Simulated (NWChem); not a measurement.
C3H7O2, doublet; SMILES C([C](C)O)O

```xyz
12

C     -1.2112    -1.1750     0.1376
C      0.0424    -0.5302    -0.3272
O      1.1657    -1.0645     0.2473
C      0.0884     0.9232    -0.6507
O     -0.1217     1.7627     0.4718
H     -1.4724    -0.8756     1.1720
H     -2.0567    -0.8920    -0.5061
H     -1.1094    -2.2708     0.1285
H      1.9415    -0.6525    -0.1516
H     -0.7044     1.1741    -1.3719
H      1.0557     1.1589    -1.1485
H      0.4759     1.4640     1.1665
```
Atoms are numbered in this order, from 1.

All runs: NWChem. Spin-unrestricted. Structure relaxed at the PBE0/def2-SVP, spin-unrestricted level. No stability test was run on the SCF state. Level TPSS/def2-SVP: single points from the atomic guess with DIIS by default; each run changes one setting, and all converged runs end within 0.3 mHa of each other. NWChem's automatic level shift, which a small gap switches on, acted in some of these runs.

| setting | SCF iterations |
|---|---|
| defaults | 10 |
| DIIS on 20 Fock matrices | 9 |
| no level shifting | 10 |
| core-Hamiltonian guess | 33 |
| 70 % damping for 30 cycles | 31 |
| no DIIS, 40 % damping | 37 |
